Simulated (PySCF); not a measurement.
# NMR data sheet: C₈H₉OPSi

```yaml
Formula: C8H9OPSi
SMILES: C=Cc1cpc(C=O)c([SiH3])c1
Point_group_of_the_computed_structure: C1
Carbon_signals: 8
Proton_signals: 7
```

Molfile (atoms numbered from 1):
```
C8H9OPSi
     RDKit          3D

 20 20  0  0  0  0  0  0  0  0999 V2000
    3.3581    0.1298    0.8397 C   0  0  0  0  0  0  0  0  0  0  0  0
    2.7742   -0.4121   -0.2220 C   0  0  0  0  0  0  0  0  0  0  0  0
    1.3326   -0.5189   -0.4407 C   0  0  0  0  0  0  0  0  0  0  0  0
    0.8911   -1.5107   -1.3115 C   0  0  0  0  0  0  0  0  0  0  0  0
   -0.7508   -1.8657   -1.7089 P   0  0  0  0  0  0  0  0  0  0  0  0
   -1.5523   -0.6534   -0.7302 C   0  0  0  0  0  0  0  0  0  0  0  0
   -2.9912   -0.6221   -0.7637 C   0  0  0  0  0  0  0  0  0  0  0  0
   -3.6542    0.1726   -0.1249 O   0  0  0  0  0  0  0  0  0  0  0  0
   -0.9282    0.3000    0.0811 C   0  0  0  0  0  0  0  0  0  0  0  0
   -2.0425    1.5236    1.0235 Si  0  0  0  0  0  4  0  0  0  0  0  0
    0.4454    0.3522    0.2014 C   0  0  0  0  0  0  0  0  0  0  0  0
    2.7988    0.5552    1.6557 H   0  0  0  0  0  0  0  0  0  0  0  0
    4.4301    0.1527    0.9368 H   0  0  0  0  0  0  0  0  0  0  0  0
    3.3885   -0.8596   -0.9942 H   0  0  0  0  0  0  0  0  0  0  0  0
    1.6402   -2.1371   -1.7833 H   0  0  0  0  0  0  0  0  0  0  0  0
   -3.4825   -1.3703   -1.4087 H   0  0  0  0  0  0  0  0  0  0  0  0
   -2.7787    0.8542    2.0895 H   0  0  0  0  0  0  0  0  0  0  0  0
   -2.7206    2.4393    0.1139 H   0  0  0  0  0  0  0  0  0  0  0  0
   -1.0257    2.3522    1.7184 H   0  0  0  0  0  0  0  0  0  0  0  0
    0.8626    1.1287    0.8250 H   0  0  0  0  0  0  0  0  0  0  0  0
  1  2  2  0
  2  3  1  0
  3  4  1  0
  4  5  2  0
  5  6  1  0
  6  7  1  0
  7  8  2  0
  6  9  2  0
  9 10  1  0
  9 11  1  0
 11  3  2  0
  1 12  1  0
  1 13  1  0
  2 14  1  0
  4 15  1  0
  7 16  1  0
 10 17  1  0
 10 18  1  0
 10 19  1  0
 11 20  1  0
M  END
```

- NMR shieldings at PBE0/pcSseg-1/GIAO
- geometry: GFN2-xTB
- run in PySCF 2.14
- one conformer, rapidly exchanging positions averaged, non-relativistic, in vacuum

Chemical shifts δ = σref − σ; 1H (σref 31.72) and 13C (σref 186.93) and 29Si (σref 349.16) against TMS; H3PO4 for 31P (σref 318.38); H2O for 17O (σref 336.08), all at this level.

```tsv
carbon	δC, type	δH (multiplicity)	HMBC from (2–3 bonds)	span of the C tensor (ppm)
C1	129.3, CH2	H12 6.54 (m); H13 6.04 (m)	H14	222
C2	147.3, CH	7.20 (m)	H15, H20, H12, H13	211
C3	147.8, C	–	H15, H20, H14, H12, H13	233
C4	165.8, CH	9.19 (m)	H20, H14	302
C6	174.1, C	–	H16, H15, H20, H17/H18/H19	298
C7	199.7, CH	10.08 (m)	–	177
C9	160.1, C	–	H16, H20, H17/H18/H19	262
C11	139.9, CH	8.75 (m)	H15, H14, H17/H18/H19	217
```

Other nuclei:
```csv
atoms,nucleus,environment,δ (ppm),σ (ppm)
H17/H18/H19,1H,hydrogen on a silicon bonded to C,4.85,26.87
P5,31P,"phosphorus bonded to 2 C, in a 6-membered ring",278.4,39.9
Si10,29Si,"silicon bonded to C, 3 H",-69.6,418.8
O8,17O,aldehyde oxygen,600.1,-264.0
```

1. δC 199.7: aldehyde carbonyl carbon; the double bond to the heteroatom, with no lone-pair donor beside it, deshields it most.
2. δC 147.3: alkene CH; as expected for a trigonal carbon in a double bond.
3. δC 129.3: terminal =CH2 carbon; as expected for a trigonal carbon in a double bond.
4. δH 10.08: hydrogen on an aldehyde carbonyl carbon; the C=O anisotropy and electron withdrawal place aldehyde protons far downfield.
5. δH 9.19, 8.75: hydrogen on an aromatic CH; ring-current deshielding.

Splittings by 31P in the carbon and heteronuclear signals aren't shown, as no couplings were computed. Shifts are as computed. Against solution values, carbons near 30 ppm lie about +3 ppm off and those near 130 ppm about +5 ppm. Of 1211 compounds with measured shifts, 218 miss one by over three times the rms of a fit or turn the order of signals round; such compounds aren't used in these exercises. Unscaled 17O shifts of doubly bonded oxygen tend to come out too high, by tens of ppm or more. Experimental scales use liquid or dissolved standards, which lie at an offset from isolated H2O (liquid H2O: subtract about 36 ppm) and H3PO4. No couplings were computed; multiplicities are counted from neighbouring protons, with m where these are inequivalent, close in shift, in a saturated or five-membered ring or joined by F or P, and br s for small geminal =CH2 splittings.
